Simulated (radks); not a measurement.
Values are calculated unless marked as measured or tabulated.
Spherical jellium clusters: N electrons in a uniform positive sphere of charge N and radius rs N^(1/3), rs = 3.72 bohr. Level of theory: non-relativistic Kohn-Sham, LDA (Slater exchange, Perdew-Wang correlation), spin-polarised, spherical densities (a radial shooting solver with Libxc functionals). Levels are named by radial order and angular momentum (1s, 1p, 1d, 2s, ...), and open shells are averaged over m.

N = 28, configuration 1s2 1p6 1d10 2s2 1f(up 7, down 1). This is the lowest configuration that the search found. Occupied and some empty levels:

| level | occupation | eigenvalue (eV) | <r> (bohr) |
|---|---|---|---|
| 1s up | 1 | -5.8309 | 6.843 |
| 1s down | 1 | -5.6297 | 6.462 |
| 1p up | 3 | -5.0800 | 8.108 |
| 1p down | 3 | -4.7886 | 7.937 |
| 1d up | 5 | -4.1333 | 8.954 |
| 1d down | 5 | -3.8006 | 8.910 |
| 2s up | 1 | -3.6746 | 7.169 |
| 2s down | 1 | -3.5041 | 7.404 |
| 1f up | 7 | -3.0181 | 9.665 |
| 1f down | 1 | -2.6744 | 9.709 |
| 2p up | 0 | -2.3426 | 8.586 |
| 2p down | 0 | -2.1777 | 8.700 |
| 1g up | 0 | -1.7706 | 10.37 |
| 1g down | 0 | -1.4392 | 10.51 |
| 2d up | 0 | -1.1037 | 10.59 |
| 2d down | 0 | -0.94217 | 10.83 |

Energy (eV): total -51.5851, kinetic 56.778, external -2237.6, Hartree 1106.0, exchange-correlation -109.91, background 1133.2.

Electron density:

| r (bohr) | n(r) (e/bohr^3) |
|---|---|
| 0.814 | 0.006150 |
| 1.72 | 0.005584 |
| 2.63 | 0.004855 |
| 3.54 | 0.004259 |
| 4.44 | 0.004031 |
| 5.35 | 0.004240 |
| 6.26 | 0.004744 |
| 7.16 | 0.005234 |
| 8.07 | 0.005337 |
| 8.98 | 0.004793 |
| 9.88 | 0.003652 |
| 10.8 | 0.002307 |
| 11.7 | 0.001214 |
| 12.6 | 0.0005609 |
| 13.5 | 0.0002409 |
| 14.4 | 0.00009706 |
| 15.3 | 0.00003767 |
| 16.2 | 0.00001444 |
| 17.1 | 5.395e-06 |
| 18.1 | 1.995e-06 |
